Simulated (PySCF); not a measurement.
Computed IR spectrum (relative IR intensity) of a molecule C₂H₇BOS. Geometry: PBE-D3(BJ)/def2-SVP. One conformer was computed; it need not be the lowest. Computed with PBE-D3(BJ)/def2-SVP (PySCF). Frequencies are harmonic and unscaled.

Lines under 2 % of the strongest are left out, and lines within 2 cm⁻¹ are merged.

ν (cm⁻¹): 129 (vw), 393 (w), 524 (s), 589 (w), 839 (w), 912 (vs), 927 (w), 943 (vw), 1163 (vs), 1256 (s), 1280 (w), 1342 (vs), 1389 (vw), 1392 (w), 1400 (m), 2961 (vw), 2992 (w), 3035 (w), 3075 (w), 3100 (vw), 3107 (vw), 3729 (m) (against the strongest line: vs over 80 %, s over 45 %, m over 15 %, w over 4 %, vw less)

Question: Which molecule gave these data?
A. COB(C)S
B. COBSC
C. CSB(C)O

Answer: C, CSB(C)O
